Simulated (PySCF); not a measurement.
## Fe²⁺: excitation energy

Fe²⁺ [Ar] 3d6 (5D) → Fe²⁺ [Ar] 3d5 4s1 (7S), as a difference of total energies. Computed with PySCF 2.14 in aug-cc-pVTZ (8s7p5d3f2g, 93 functions), with the non-relativistic Hamiltonian (point nucleus). Correlated levels: valence: [Ar] frozen. The calculations carry no spin-orbit coupling.

| method | excitation energy (eV) |
| --- | --- |
| UHF | 2.720 |
| MP2 (valence) | 3.889 |
| SCS-MP2 (valence) | 4.367 |
| CCSD (valence) | 3.815 |
| CCSD(T) (valence) | 3.850 |

Task: How much does correlation contribute at CCSD(T) (valence)?

Result: 3.850 − (2.720) = 1.130 eV, measured against UHF.
